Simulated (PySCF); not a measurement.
Isomers of C7H9FNP.

All values: PBE0/pcSseg-1 (PySCF) at GFN2-xTB geometries, gas phase, one conformer each.

Question: Rank by HOMO–LUMO gap, lowest first.
A. `[CH3:1][c:2]1[cH:3][n:4]([CH:5]2[CH2:6][CH2:7]2)[c:8]([F:9])[p:10]1` with C3–N4–C5–C6 53°
B. `[N:1]#[C:2][CH2:3][CH2:4][P:5]1[CH2:6][CH:7]=[C:8]([F:9])[CH2:10]1` with C2–C3–C4–P5 177°, C3–C4–P5–C6 176°, C4–P5–C6–C7 -83°, P5–C6–C7–C8 -12°, C7–C8–C10–P5 12°, C4–P5–C10–C8 82°
C. `[CH3:1][P:2]([NH2:3])[c:4]1[cH:5][cH:6][cH:7][c:8]([F:9])[cH:10]1` with C1–P2–N3–H -177° and 65°, C1–P2–C4–C5 81°
D. `CN(C)c1ccpc(F)c1`
E. `[F:1][CH:2]1[CH2:3][P:4]([n:5]2[cH:6][cH:7][cH:8][cH:9]2)[CH2:10]1` with C3–P4–N5–C6 141°, F1–C2–C3–P4 -130°, C2–C3–P4–N5 108°, C3–P4–C10–C2 -9°, F1–C2–C10–P4 130°

Answer: D (4.86 eV), C (5.51 eV), A (6.11 eV), E (6.37 eV), B (7.46 eV).

Question: Rank by LUMO energy, lowest first.
A. `[CH3:1][c:2]1[cH:3][n:4]([CH:5]2[CH2:6][CH2:7]2)[c:8]([F:9])[p:10]1` with C3–N4–C5–C6 53°
B. `CN(C)c1ccpc(F)c1`
C. `[CH3:1][P:2]([NH2:3])[c:4]1[cH:5][cH:6][cH:7][c:8]([F:9])[cH:10]1` with C1–P2–N3–H -177° and 65°, C1–P2–C4–C5 81°

Answer: B (-0.93 eV), C (-0.65 eV), A (-0.06 eV).

Question: Rank by the highest IAO charge on any atom, highest value first.
A. `[F:1][CH:2]1[CH2:3][P:4]([n:5]2[cH:6][cH:7][cH:8][cH:9]2)[CH2:10]1` with C3–P4–N5–C6 141°, F1–C2–C3–P4 -130°, C2–C3–P4–N5 108°, C3–P4–C10–C2 -9°, F1–C2–C10–P4 130°
B. `[CH3:1][c:2]1[cH:3][n:4]([CH:5]2[CH2:6][CH2:7]2)[c:8]([F:9])[p:10]1` with C3–N4–C5–C6 53°
C. `CN(C)c1ccpc(F)c1`
D. `[CH3:1][P:2]([NH2:3])[c:4]1[cH:5][cH:6][cH:7][c:8]([F:9])[cH:10]1` with C1–P2–N3–H -177° and 65°, C1–P2–C4–C5 81°
E. `[N:1]#[C:2][CH2:3][CH2:4][P:5]1[CH2:6][CH:7]=[C:8]([F:9])[CH2:10]1` with C2–C3–C4–P5 177°, C3–C4–P5–C6 176°, C4–P5–C6–C7 -83°, P5–C6–C7–C8 -12°, C7–C8–C10–P5 12°, C4–P5–C10–C8 82°

Answer: D (+0.627 e), A (+0.611 e), E (+0.480 e), C (+0.273 e), B (+0.197 e).

All values together:

```tsv
SMILES	μ (D)	HOMO (eV)	LUMO (eV)	lowest IAO charge (e)	highest IAO charge (e)	lowest Hirshfeld charge (e)	highest Hirshfeld charge (e)
N#CCCP1CC=C(F)C1	3.74	-7.42	0.05	-0.470 (C)	+0.480 (P)	-0.232 (N)	+0.165 (P)
CP(N)c1cccc(F)c1	2.53	-6.16	-0.65	-0.776 (N)	+0.627 (P)	-0.259 (N)	+0.181 (P)
Cc1cn(C2CC2)c(F)p1	3.88	-6.17	-0.06	-0.419 (C)	+0.197 (P)	-0.121 (C)	+0.057 (H)
FC1CP(n2cccc2)C1	1.61	-6.36	0.00	-0.476 (C)	+0.611 (P)	-0.131 (C)	+0.223 (P)
CN(C)c1ccpc(F)c1	5.65	-5.79	-0.93	-0.357 (C)	+0.273 (P)	-0.105 (C)	+0.061 (C)
```

Conformers: `[N:1]#[C:2][CH2:3][CH2:4][P:5]1[CH2:6][CH:7]=[C:8]([F:9])[CH2:10]1` with C2–C3–C4–P5 177°, C3–C4–P5–C6 176°, C4–P5–C6–C7 -83°, P5–C6–C7–C8 -12°, C7–C8–C10–P5 12°, C4–P5–C10–C8 82°; `[CH3:1][P:2]([NH2:3])[c:4]1[cH:5][cH:6][cH:7][c:8]([F:9])[cH:10]1` with C1–P2–N3–H -177° and 65°, C1–P2–C4–C5 81°; `[CH3:1][c:2]1[cH:3][n:4]([CH:5]2[CH2:6][CH2:7]2)[c:8]([F:9])[p:10]1` with C3–N4–C5–C6 53°; `[F:1][CH:2]1[CH2:3][P:4]([n:5]2[cH:6][cH:7][cH:8][cH:9]2)[CH2:10]1` with C3–P4–N5–C6 141°, F1–C2–C3–P4 -130°, C2–C3–P4–N5 108°, C3–P4–C10–C2 -9°, F1–C2–C10–P4 130°.
